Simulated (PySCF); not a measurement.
Level of theory: PBE-D3(BJ)/def2-TZVP // PBE0-D4/def2-SVP (PySCF 2.14.0). All species are isolated molecules in the gas phase. One relaxed conformer stands for a flexible species; it need not be the lowest. Excitations are Tamm–Dancoff values on a coarser integration grid. The basis has no diffuse functions, so Rydberg states are missing or too high.

Reference species (SMILES): `O=[CH][GeH2][GeH2][GeH2][GeH2][GeH2][NH2]` (neutral, multiplicity 1).

- HOMO = -5.46 eV
- LUMO = -2.71 eV
- T1 excitation (TDA) = 2.45 eV
- HOMO–LUMO gap = 2.75 eV

Changed species: `[NH2][GeH2][CH]=O` (n = 1; the reference has n = 5).

Task: Predict the effect on the HOMO, LUMO, T1 excitation (TDA) and HOMO–LUMO gap.

Result: the HOMO increases by 0.09 eV, to -5.37 eV; the LUMO goes up by 0.12 eV, to -2.59 eV; the T1 excitation (TDA) falls by 0.04 eV, to 2.41 eV; the HOMO–LUMO gap rises by 0.03 eV, to 2.78 eV.
